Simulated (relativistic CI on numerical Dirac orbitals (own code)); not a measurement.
## Pd⁴⁺ (4d6) in a crystal field

Calculated by Dirac-Coulomb-Breit CI, orbitals from a KLI potential per configuration, a model potential for QED, valence Slater integrals scaled by 0.7, one configuration in a parametric crystal field (own radial code).

Field parameters in Wybourne normalisation: Td as Oh with Dq negative (B⁴₀ = 21Dq, B⁴₄ = √(5/14) B⁴₀). The field is a parameter set, without covalency.

S and J are read from ⟨S²⟩ = S(S + 1) and ⟨J²⟩ = J(J + 1) of each level; they are not fictitious spins.

Td, 10Dq = -3200 cm⁻¹, the lowest 10 levels:

```
E (cm⁻¹)  Degeneracy  Irrep     S     J
     0.0           1     A1  1.97  3.81
     143           3     T1  1.97  3.76
     255           2      E  1.97  3.71
     620           3     T2  1.97  3.57
    1277           1     A2  1.99  3.00
    3198           3     T2  1.97  3.34
    4149           3     T1  1.98  3.02
    4297           2      E  1.96  2.47
    5123           3     T2  1.96  2.24
    5452           3     T1  1.96  1.56
```

Td, 10Dq = -18700 cm⁻¹, the lowest 16 levels:

```tsv
E (cm⁻¹)	Degeneracy	Irrep	S	J
0.0	2	E	1.36	3.64
394	3	T2	1.25	3.66
620	1	A1	1.60	3.90
754	3	T1	1.57	3.81
3005	1	A2	1.99	3.00
3644	3	T2	1.81	3.30
4118	2	E	1.73	3.45
4979	3	T1	1.54	4.07
5316	1	A1	1.50	4.33
9936	3	T2	0.26	4.52
11052	2	E	0.22	4.74
17886	3	T2	1.44	3.97
17979	1	A1	0.75	3.71
18185	3	T1	1.01	4.95
18185	2	E	1.18	3.98
18298	3	T2	1.13	4.67
```

Td, 10Dq = -16100 cm⁻¹, the lowest 16 levels:

| E (cm⁻¹) | Degeneracy | Irrep | S | J |
| --- | --- | --- | --- | --- |
| 0.0 | 2 | E | 1.66 | 3.43 |
| 92.8 | 1 | A1 | 1.80 | 3.60 |
| 272 | 3 | T1 | 1.80 | 3.51 |
| 524 | 3 | T2 | 1.66 | 3.37 |
| 1680 | 1 | A2 | 1.99 | 3.00 |
| 3305 | 3 | T2 | 1.43 | 3.61 |
| 3915 | 2 | E | 1.44 | 3.70 |
| 5194 | 3 | T1 | 1.28 | 4.42 |
| 5526 | 1 | A1 | 1.26 | 4.69 |
| 10553 | 3 | T2 | 0.43 | 4.46 |
| 11696 | 2 | E | 0.40 | 4.70 |
| 15173 | 3 | T2 | 1.71 | 3.86 |
| 16002 | 3 | T1 | 1.72 | 3.33 |
| 16078 | 2 | E | 1.55 | 3.69 |
| 16600 | 3 | T2 | 1.29 | 4.05 |
| 16610 | 1 | A1 | 1.41 | 3.06 |

The free-ion ground term has S = 2. The field overcomes the spin-pairing energy for Td, 10Dq = -18700 cm⁻¹, where the ground state has lower spin; these fields are assumed values.

Levels of this model without a field, named by their leading LS term (the scale mimics covalency, so terms lie below those of the real free ion): ⁵D4 0, ⁵D3 2073, ⁵D2 3041, ⁵D1 3794, ⁵D0 4125, ³H4 15172, ³H6 15731, ³H5 16098 cm⁻¹.
